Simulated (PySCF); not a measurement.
How methods differ on the ionisation energy of Ca

Ca [Ar] 4s2 (1S) → Ca⁺ [Ar] 4s1 (2S), as a difference of total energies. Computed with PySCF 2.14 in x2c-TZVPall, with scalar relativity by spin-free X2C-1e. Correlated levels: valence: [Ar] frozen. The calculations carry no spin-orbit coupling.

```csv
method,ionisation energy (eV),error (eV)
UHF,5.139,-0.974
B3LYP,6.169,+0.056
PBE,6.097,-0.016
MP2 (valence),5.641,-0.472
SCS-MP2 (valence),5.742,-0.371
CCSD (valence),5.906,-0.207
```

Reference: 6.113 eV (measured; NIST Atomic Spectra Database, ionization energies).

Errors of the correlated levels include the incompleteness of this basis and the frozen core.

With two correlated electrons CCSD is exact in that space.
